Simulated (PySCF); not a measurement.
# Mayer bond orders and bond lengths

C4H14N2SSi2.
SMILES with atom numbers: `[CH2:1]=[C:2]([S:3][CH3:4])[Si@@H:5]([CH3:6])[NH:7][SiH2:8][NH2:9]` (hydrogens: H10, H11 on C1; H12, H13, H14 on C4; H15 on Si5; H16, H17, H18 on C6; H19 on N7; H20, H21 on Si8; H22, H23 on N9)

Cartesian coordinates in Å at the GFN2-xTB level; atoms count from 1:
```
atom  x, y, z in Å
C1     1.9737    0.2763    0.0677
C2     1.0039    0.0582   -0.8109
S3     0.7173    1.0580   -2.2310
C4     1.9622    2.3819   -2.1080
Si5   -0.2836   -1.3216   -0.6421
C6     0.5267   -2.9512   -0.1085
N7    -1.3538   -0.8198    0.6186
Si8   -2.1476    0.7137    0.7983
N9    -2.8948    0.5971    2.3496
H10    2.0828   -0.3790    0.9154
H11    2.6868    1.0823    0.0042
H12    1.8065    2.9451   -1.1926
H13    1.8046    3.0214   -2.9701
H14    2.9598    1.9542   -2.1411
H15   -0.9547   -1.4788   -1.9420
H16    1.2270   -3.3026   -0.8582
H17   -0.2241   -3.7224    0.0268
H18    1.0667   -2.8481    0.8270
H19   -1.7945   -1.5686    1.1289
H20   -3.2449    0.9257   -0.1471
H21   -1.1067    1.7346    0.6426
H22   -2.3204    0.3188    3.1301
H23   -3.4977    1.3519    2.6321
```

Bond orders from the PBE0/pcSseg-1 density (PySCF). Geometry: GFN2-xTB, one conformer, isolated molecule.

(1) Where do the orders between heavy atoms depart from those drawn in the SMILES?

(2) Set the Mayer orders of the bonds between heavy atoms beside their lengths.

## Answers

(1) The largest departure is 0.253, at C2–Si5 (drawn single, 0.747). Drawn single, order below 0.88: C2–Si5 (0.747).

(2) 
| bond | drawn as | length (Å) | Mayer order |
| --- | --- | --- | --- |
| C1–C2 | double | 1.327 | 1.900 |
| C2–S3 | single | 1.760 | 1.077 |
| S3–C4 | single | 1.821 | 1.006 |
| C2–Si5 | single | 1.895 | 0.747 |
| Si5–C6 | single | 1.897 | 0.964 |
| Si5–N7 | single | 1.728 | 0.991 |
| N7–Si8 | single | 1.736 | 0.936 |
| Si8–N9 | single | 1.726 | 1.031 |

By pair of heavy elements: C–S: lowest S3–C4 (1.006, 1.821 Å), highest C2–S3 (1.077, 1.760 Å). C–Si: lowest C2–Si5 (0.747, 1.895 Å), highest Si5–C6 (0.964, 1.897 Å). N–Si: lowest N7–Si8 (0.936, 1.736 Å), highest Si8–N9 (1.031, 1.726 Å).

Q: And the bonds to hydrogen?

A: C–H: 0.94 to 0.96 (8 bonds); H–Si: 0.89 to 0.92 (3 bonds); H–N: 0.92 to 0.95 (3 bonds).

Q: Sum the orders of all bonds at each heavy atom with more than one neighbour and set the sums beside the valence in the SMILES.

A: C1 3.789 (drawn 4), C2 3.724 (drawn 4), S3 2.083 (drawn 2), C4 3.846 (drawn 4), Si5 3.622 (drawn 4), C6 3.833 (drawn 4), N7 2.847 (drawn 3), Si8 3.761 (drawn 4), N9 2.930 (drawn 3). Orders between atoms that aren't bonded are not in these sums.

For a closed shell the Mayer order of atoms A and B is Σ (PS)μν (PS)νμ over the basis functions μ on A and ν on B, with P the density and S the overlap matrix.
